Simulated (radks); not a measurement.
Task: These are the eigenvalues of the occupied orbitals of an atom or ion with whole-number occupations (eV). Calculated with a radial shooting solver on a logarithmic mesh with Libxc functionals: scalar-relativistic Kohn-Sham, r2SCAN, spin-polarised, spherical densities, finite nucleus; meta-GGA in the generalised Kohn-Sham scheme; Fermi nuclear charge, rms radius of each element as measured or else 0.836 A^(1/3) + 0.57 fm.

orbital  eigenvalue
1s up     -85704.83
1s down   -85704.80
2s down   -15304.28
2s up     -15304.28
2p up     -13165.96
2p down   -13165.96
3s up     -3678.234
3s down   -3678.219
3p up     -3060.098
3p down   -3060.084
3d up     -2417.555
3d down   -2417.546
4s up     -841.7006
4s down   -841.6660
4p up     -638.2142
4p down   -638.1742
4d up     -398.2280
4d down   -398.1812
5s up     -151.4079
5s down   -151.3657
4f up     -133.1801
4f down   -133.1320
5p up      -96.0143
5p down    -95.9579
5d up      -33.8290
5d down    -33.3879
6s up      -26.0919

Which element is it, and in what charge state? The configuration may be excited. Open shells, if any, are filled with parallel spins first.

Result: Z = 81, thallium, charge +2: Tl2+ in [Xe] 4f14 5d10 6s1. The list shows which subshells hold electrons but not how many an open one holds; the 1s level, -3149.6 hartree, gives Z - s = 79.4 by -(Z - s)^2/2, which with screening and relativity narrows Z to a few neighbours, and the depths of the outer levels then fix element, charge and occupations together.
